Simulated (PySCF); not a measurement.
## A small calculation by hand: oscillator strength and radiative lifetime

C₃H₉AlO, SMILES C[CH2][Al]([CH3])[OH].

The structure is a stationary point at r2SCAN-D4/def2-SVP. The structure was generated by enumeration; whether it is a known compound was not checked. One conformer was computed; it need not be the lowest.

TDA-PBE/def2-SVPD (PySCF) puts the first singlet state with f over 0.02 at 5.28 eV (vertical), with the transition dipole (-0.323, -0.378, -0.395) in atomic units.

### Question
Find the oscillator strength, the wavelength and the radiative lifetime that this transition would have in vacuum if emission retraced absorption.

### Answer

|μ|² = 0.4032 au, so |μ| = 1.61 D. ΔE = 5.28/27.211 = 0.1940 hartree. f = (2/3) ΔE |μ|² = 0.052 (the program prints 0.052).
λ = 1239.84/5.28 = 235 nm; ν = 42586 cm⁻¹.
Einstein's coefficient A = 0.6670 ν² f s⁻¹ (ν in cm⁻¹) = 6.3e7 s⁻¹, so τ = 1/A = 16 ns. This state is S1. The figure is the radiative limit of this one transition; relaxation, internal conversion, crossing to triplets and a medium change what is measured.
